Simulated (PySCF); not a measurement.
Delta-SCF ions had no search for a lower state. 

Species: H$_{3}$B, SMILES `B` (charge 0, multiplicity 1).

Problem. Estimate the hole reorganisation energy (four-point), adiabatic ionisation energy (no zero-point term), vertical ionisation energy (Delta-SCF), HOMO and HOMO–LUMO gap that PBE0-D4/def2-TZVP (PySCF) returns for this input.

Solution. 
```
Item                                                Result
------------------------------------------------  --------
hole reorganisation energy (four-point)           2.761 eV
adiabatic ionisation energy (no zero-point term)  11.89 eV
vertical ionisation energy (Delta-SCF)            13.04 eV
HOMO                                              -9.92 eV
HOMO–LUMO gap                                      7.97 eV
```
